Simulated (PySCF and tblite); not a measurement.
C₇H₁₁F, numbered as in [CH2:1]=[C:2]1[CH2:3][CH2:4][CH2:5][C@H:6]([F:7])[CH2:8]1.

Geometries PBE0-D3(BJ)/def2-SVP; weights from PBE0-D3(BJ)/def2-SVPD (IEF-PCM, chloroform) energies and GFN2-xTB thermal corrections, with symmetry numbers and mirror pairs. Conformers within 3 kcal/mol (GFN2-xTB free energy) were kept, 8 at most. Couplings: B3LYP/pcSseg-1 with pcJ-1 on H, F (gas phase; spin-dipole term only for pairs with B, N, F, Si or P). Couplings are for ¹⁹F, ¹H. Of two unlike H on one atom, a is the less shielded (WP04/pcSseg-1 (IEF-PCM, chloroform)). (PySCF 2.14, tblite 0.8.)

The 6-ring runs over atoms 2–3–4–5–6–8.

| conformer | shape | weight % |
| --- | --- | --- |
| 1 | 6-ring chair (all substituents equatorial) | 67.3 |
| 2 | 6-ring chair (F7 axial) | 32.7 |

Dihedral angles along the coupling paths:

```csv
coupling,conformer,dihedral (°)
"³J(H5a,F7)",1,-60
"³J(H5a,F7)",2,-173
"³J(H5b,F7)",1,56
"³J(H5b,F7)",2,-57
"³J(F7,H8a)",1,61
"³J(F7,H8a)",2,172
"³J(F7,H8b)",1,-56
"³J(F7,H8b)",2,55
"³J(H3b,H4a)",1,57
"³J(H3b,H4a)",2,-58
"³J(H3b,H4b)",1,173
"³J(H3b,H4b)",2,60
"³J(H3a,H4a)",1,-61
"³J(H3a,H4a)",2,-175
```

What are these vicinal couplings in each conformer, and averaged?


```json
{"coupling": "³J(H5a,F7)", "conformer": "1", "dihedral (°)": "-60", "J (Hz)": "5.8", "average (Hz)": "16.5"}
{"coupling": "³J(H5a,F7)", "conformer": "2", "dihedral (°)": "-173", "J (Hz)": "38.6", "average (Hz)": "16.5"}
{"coupling": "³J(H5b,F7)", "conformer": "1", "dihedral (°)": "56", "J (Hz)": "9.3", "average (Hz)": "9.1"}
{"coupling": "³J(H5b,F7)", "conformer": "2", "dihedral (°)": "-57", "J (Hz)": "8.6", "average (Hz)": "9.1"}
{"coupling": "³J(F7,H8a)", "conformer": "1", "dihedral (°)": "61", "J (Hz)": "4.8", "average (Hz)": "16.9"}
{"coupling": "³J(F7,H8a)", "conformer": "2", "dihedral (°)": "172", "J (Hz)": "42.0", "average (Hz)": "16.9"}
{"coupling": "³J(F7,H8b)", "conformer": "1", "dihedral (°)": "-56", "J (Hz)": "9.6", "average (Hz)": "9.9"}
{"coupling": "³J(F7,H8b)", "conformer": "2", "dihedral (°)": "55", "J (Hz)": "10.3", "average (Hz)": "9.9"}
{"coupling": "³J(H3b,H4a)", "conformer": "1", "dihedral (°)": "57", "J (Hz)": "5.3", "average (Hz)": "5.0"}
{"coupling": "³J(H3b,H4a)", "conformer": "2", "dihedral (°)": "-58", "J (Hz)": "4.3", "average (Hz)": "5.0"}
{"coupling": "³J(H3b,H4b)", "conformer": "1", "dihedral (°)": "173", "J (Hz)": "14.8", "average (Hz)": "10.9"}
{"coupling": "³J(H3b,H4b)", "conformer": "2", "dihedral (°)": "60", "J (Hz)": "3.0", "average (Hz)": "10.9"}
{"coupling": "³J(H3a,H4a)", "conformer": "1", "dihedral (°)": "-61", "J (Hz)": "2.7", "average (Hz)": "6.7"}
{"coupling": "³J(H3a,H4a)", "conformer": "2", "dihedral (°)": "-175", "J (Hz)": "15.0", "average (Hz)": "6.7"}
```

Computed couplings to fluorine can be off by tens of per cent at such levels.
